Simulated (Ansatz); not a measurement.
Ansatz (a program for electronic structure) input for dithiopyranylidene (C10H8S2), SMILES C1=CC(C=CS1)=C1C=CSC=C1, PBE-D3(BJ)/def2-SVP. 

Ansatz 0.2 input:
```yaml
crystal:
  periodic: [false, false, false]
  atoms:
    - {symbol: C, position_ang: [0.00000000, -1.33563771, 2.82234186]}
    - {symbol: C, position_ang: [0.00000000, -1.23316533, 1.47480872]}
    - {symbol: C, position_ang: [0.00000001, -0.00000000, 0.69877335]}
    - {symbol: C, position_ang: [-0.00000001, 0.00000000, -0.69877335]}
    - {symbol: C, position_ang: [-0.00000000, -1.23316533, -1.47480872]}
    - {symbol: C, position_ang: [-0.00000000, -1.33563771, -2.82234186]}
    - {symbol: S, position_ang: [0.00000000, 0.00000000, -3.95636136]}
    - {symbol: C, position_ang: [-0.00000000, 1.33563771, -2.82234186]}
    - {symbol: C, position_ang: [-0.00000000, 1.23316533, -1.47480872]}
    - {symbol: C, position_ang: [0.00000000, 1.23316533, 1.47480872]}
    - {symbol: C, position_ang: [0.00000000, 1.33563771, 2.82234186]}
    - {symbol: S, position_ang: [-0.00000000, -0.00000000, 3.95636136]}
    - {symbol: H, position_ang: [-0.00000000, -2.31228856, 3.31125453]}
    - {symbol: H, position_ang: [0.00000000, -2.18277048, 0.93966477]}
    - {symbol: H, position_ang: [-0.00000000, -2.18277049, -0.93966477]}
    - {symbol: H, position_ang: [-0.00000001, -2.31228857, -3.31125452]}
    - {symbol: H, position_ang: [0.00000000, 2.31228856, -3.31125453]}
    - {symbol: H, position_ang: [-0.00000000, 2.18277048, -0.93966477]}
    - {symbol: H, position_ang: [0.00000000, 2.18277049, 0.93966477]}
    - {symbol: H, position_ang: [0.00000001, 2.31228857, 3.31125452]}
basis:
  gaussian:
    orbitals: def2-SVP
hamiltonian:
  xc: pbe
  dispersion: d3bj
relax: {f_tol: 0.002, max_steps: 200}
```

Log of the run:

```
WARN ansatz: RAYON_NUM_THREADS=2 ignored (pool sized by the plan → 2); use --threads N
Functional definition: PBE
integrals: 0.26 GiB planned
2454 factors; their error is unknown
mean field: 1.23 GiB planned
mean field evaluation 1: about -32102.9962 eV, gradient 1.0e2 eV
mean field evaluation 2: about -31879.9600 eV, gradient 2.8e2 eV
mean field evaluation 4: about -32124.4927 eV, gradient 5.5e1 eV
mean field evaluation 8: about -32132.7223 eV, gradient 1.5e-1 eV
mean field evaluation 16: about -32132.5638 eV, gradient 5.1e-4 eV
mean field -32132.56383642 eV, -1180.8499407542 hartree, gradient 3.4e-5 eV, S^2 0.000000; 0 other end points of the search recorded, 0 dependent functions left out
the calculation of the forces begins
reference -32132.56387749 eV, -1180.8499422637 hartree; 50, 50 occupied and 166, 166 virtual orbitals, 2454 factors
relax step   1: F+E_penalty+E_count = -32133.32074378 eV  Δ(F+E_penalty+E_count) = +0.000e0 eV  max|allowed force component| = 5.203e-1 eV/Å  Δτ_max = 0.0000 Å  (37 SCF iters, accepted)
these checks for a lower state are left out or cut short: starts, cluster_reference, orbital_swaps, neighbouring_geometries, increment
integrals: 0.26 GiB planned
2454 factors; their error is unknown
mean field: 1.23 GiB planned
mean field -32132.59112219 eV, -1180.8509434878 hartree, gradient 2.5e-5 eV, S^2 0.000000; 0 other end points of the search recorded, 0 dependent functions left out
the calculation of the forces begins
reference -32132.59116347 eV, -1180.8509450050 hartree; 50, 50 occupied and 166, 166 virtual orbitals, 2454 factors
relax step   2: F+E_penalty+E_count = -32133.34552893 eV  Δ(F+E_penalty+E_count) = -2.479e-2 eV  max|allowed force component| = 2.599e-1 eV/Å  Δτ_max = 0.0188 Å  (37 SCF iters, accepted)
these checks for a lower state are left out or cut short: starts, cluster_reference, orbital_swaps, neighbouring_geometries, increment
integrals: 0.26 GiB planned
2454 factors; their error is unknown
mean field: 1.23 GiB planned
mean field evaluation 32: about -32132.7512 eV, gradient 6.7e-1 eV
mean field -32132.59414937 eV, -1180.8510547349 hartree, gradient 2.2e-5 eV, S^2 0.000000; 0 other end points of the search recorded, 0 dependent functions left out
the calculation of the forces begins
reference -32132.59419073 eV, -1180.8510562546 hartree; 50, 50 occupied and 166, 166 virtual orbitals, 2454 factors
relax step   3: F+E_penalty+E_count = -32133.34794914 eV  Δ(F+E_penalty+E_count) = -2.420e-3 eV  max|allowed force component| = 6.077e-2 eV/Å  Δτ_max = 0.0052 Å  (38 SCF iters, accepted)
these checks for a lower state are left out or cut short: starts, cluster_reference, orbital_swaps, neighbouring_geometries, increment
integrals: 0.26 GiB planned
2454 factors; their error is unknown
mean field: 1.23 GiB planned
mean field -32132.59421351 eV, -1180.8510570917 hartree, gradient 1.3e-5 eV, S^2 0.000000; 0 other end points of the search recorded, 0 dependent functions left out
the calculation of the forces begins
reference -32132.59425487 eV, -1180.8510586117 hartree; 50, 50 occupied and 166, 166 virtual orbitals, 2454 factors
relax step   4: F+E_penalty+E_count = -32133.34800118 eV  Δ(F+E_penalty+E_count) = -5.204e-5 eV  max|allowed force component| = 1.141e-2 eV/Å  Δτ_max = 0.0009 Å  (38 SCF iters, accepted)
these checks for a lower state are left out or cut short: starts, cluster_reference, orbital_swaps, neighbouring_geometries, increment
integrals: 0.26 GiB planned
2454 factors; their error is unknown
mean field: 1.23 GiB planned
mean field -32132.59419237 eV, -1180.8510563149 hartree, gradient 1.3e-5 eV, S^2 0.000000; 0 other end points of the search recorded, 0 dependent functions left out
the calculation of the forces begins
reference -32132.59423372 eV, -1180.8510578346 hartree; 50, 50 occupied and 166, 166 virtual orbitals, 2454 factors
relax step   5: F+E_penalty+E_count = -32133.34801818 eV  Δ(F+E_penalty+E_count) = -1.700e-5 eV  max|allowed force component| = 2.001e-3 eV/Å  Δτ_max = 0.0005 Å  (37 SCF iters, accepted)
these checks for a lower state are left out or cut short: starts, cluster_reference, orbital_swaps, neighbouring_geometries, increment
integrals: 0.26 GiB planned
2454 factors; their error is unknown
mean field: 1.23 GiB planned
mean field -32132.59420355 eV, -1180.8510567260 hartree, gradient 1.9e-5 eV, S^2 0.000000; 0 other end points of the search recorded, 0 dependent functions left out
the calculation of the forces begins
reference -32132.59424491 eV, -1180.8510582458 hartree; 50, 50 occupied and 166, 166 virtual orbitals, 2454 factors
relax step   6: F+E_penalty+E_count = -32133.34801876 eV  Δ(F+E_penalty+E_count) = -5.779e-7 eV  max|allowed force component| = 1.211e-3 eV/Å  Δτ_max = 0.0001 Å  (37 SCF iters, accepted)
integrals: 0.26 GiB planned
2454 factors; their error is unknown
mean field: 1.23 GiB planned
mean field evaluation 64: about -32132.7519 eV, gradient 4.6e-1 eV
mean field -32132.59420355 eV, -1180.8510567260 hartree, gradient 1.9e-5 eV, S^2 0.000000; 1 other end points of the search recorded, 0 dependent functions left out
the calculation of the forces begins
reference -32132.59424491 eV, -1180.8510582458 hartree; 50, 50 occupied and 166, 166 virtual orbitals, 2454 factors
Total energy: -32133.34806012 eV, -1180.8787604437 hartree
Atom 0 at    -0.000000    -1.337909     2.838566 Å, force     0.000000     0.000885    -0.001037 eV/Å
Atom 1 at    -0.000000    -1.232187     1.480557 Å, force     0.000000    -0.000107    -0.000460 eV/Å
Atom 2 at     0.000000    -0.000000     0.706279 Å, force    -0.000000     0.000000    -0.000020 eV/Å
Atom 3 at    -0.000000     0.000000    -0.706279 Å, force     0.000000     0.000000     0.000020 eV/Å
Atom 4 at     0.000000    -1.232187    -1.480557 Å, force    -0.000000    -0.000107     0.000460 eV/Å
Atom 5 at     0.000000    -1.337909    -2.838566 Å, force     0.000000     0.000885     0.001037 eV/Å
Atom 6 at     0.000000     0.000000    -3.972393 Å, force    -0.000000     0.000000    -0.001211 eV/Å
Atom 7 at    -0.000000     1.337909    -2.838566 Å, force     0.000000    -0.000885     0.001037 eV/Å
Atom 8 at    -0.000000     1.232187    -1.480557 Å, force    -0.000000     0.000107     0.000460 eV/Å
Atom 9 at     0.000000     1.232187     1.480557 Å, force    -0.000000     0.000107    -0.000460 eV/Å
Atom 10 at     0.000000     1.337909     2.838566 Å, force    -0.000000    -0.000885    -0.001037 eV/Å
Atom 11 at    -0.000000     0.000000     3.972393 Å, force     0.000000    -0.000000     0.001211 eV/Å
Atom 12 at    -0.000000    -2.320421     3.333601 Å, force    -0.000000    -0.000382     0.000475 eV/Å
Atom 13 at    -0.000000    -2.190286     0.941596 Å, force     0.000000     0.000152     0.000050 eV/Å
Atom 14 at     0.000000    -2.190286    -0.941596 Å, force    -0.000000     0.000152    -0.000050 eV/Å
Atom 15 at     0.000000    -2.320421    -3.333601 Å, force    -0.000000    -0.000382    -0.000475 eV/Å
Atom 16 at    -0.000000     2.320421    -3.333601 Å, force    -0.000000     0.000382    -0.000475 eV/Å
Atom 17 at    -0.000000     2.190286    -0.941596 Å, force    -0.000000    -0.000152    -0.000050 eV/Å
Atom 18 at     0.000000     2.190286     0.941596 Å, force    -0.000000    -0.000152     0.000050 eV/Å
Atom 19 at     0.000000     2.320421     3.333601 Å, force    -0.000000     0.000382     0.000475 eV/Å
Dipole moment:     0.000000    -0.000000     0.000000 e Å
```

Self-consistency was reached.
